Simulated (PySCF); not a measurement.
Isomers of C6H14Si, one GFN2-xTB conformer each. Single-point energies are computed at PBE0/pcSseg-1 (PySCF, gas phase, no added dispersion term), electronic only.

Question: Rank them by PBE0/pcSseg-1 energy, lowest first (kcal/mol).
A. `[CH3:1][C@@H:2]1[CH2:3][CH2:4][Si@H:5]([CH3:6])[CH2:7]1` with C1–C2–C3–C4 -175°, C2–C3–C4–Si5 38°, C3–C4–Si5–C6 103°, C4–Si5–C7–C2 -13°
B. `[CH3:1]/[CH:2]=[CH:3]/[C:4]([CH3:5])([CH3:6])[SiH3:7]` with C2–C3–C4–C5 136°
C. `[CH3:1][CH2:2][CH2:3][C@@H:4]1[CH2:5][CH2:6][SiH2:7]1` with C1–C2–C3–C4 -178°, C2–C3–C4–C5 -67°, C3–C4–C5–C6 -136°, C4–C5–C6–Si7 13°, C5–C6–Si7–C4 -11°, C3–C4–Si7–C6 131°
D. `[CH3:1][CH2:2][SiH2:3][CH2:4][CH:5]1[CH2:6][CH2:7]1` with C1–C2–Si3–C4 173°, C2–Si3–C4–C5 70°, Si3–C4–C5–C6 83°
E. `[CH3:1][C@@H:2]1[CH2:3][Si@@H:4]([CH3:5])[C@@H:6]1[CH3:7]` with C1–C2–C3–Si4 -102°, C2–C3–Si4–C5 -130°, C3–Si4–C6–C7 138°, C1–C2–C6–Si4 99°

Answer: A (0.0), E (19.5), C (29.8), D (31.7), B (33.9).

As drawn, the highest has a C=C bond outside aromatic rings, which the lowest lacks. Neighbours under 2.5 kcal/mol apart (CCC[C@@H]1CC[SiH2]1 and CC[SiH2]CC1CC1; CC[SiH2]CC1CC1 and C/C=C/C(C)(C)[SiH3]) can change places with a better method, another conformer or zero-point energy. GFN2-xTB itself gives, in the same order: 0.0, 15.6, 11.6, 19.1, 13.4. Both levels put the same isomer lowest; measured from each level's own lowest isomer, the values differ by up to 20.5 kcal/mol (C/C=C/C(C)(C)[SiH3]: 13.4 against 33.9).

Q: Which frontier levels, dipoles and rotational constants go with these structures?

A: 
```csv
SMILES,"HOMO (eV, PBE0/pcSseg-1)",LUMO (eV),dipole (D),"A, B, C (MHz)"
C[C@@H]1CC[Si@H](C)C1,-7.86,1.29,0.32,"3818, 1407, 1211"
C[C@@H]1C[Si@@H](C)[C@@H]1C,-7.29,1.00,0.59,"3216, 1617, 1247"
CCC[C@@H]1CC[SiH2]1,-7.42,0.42,0.24,"4986, 1011, 897.9"
CC[SiH2]CC1CC1,-7.48,1.15,0.62,"5239, 879.5, 852.4"
C/C=C/C(C)(C)[SiH3],-6.75,0.39,0.54,"2948, 1255, 1128"
```
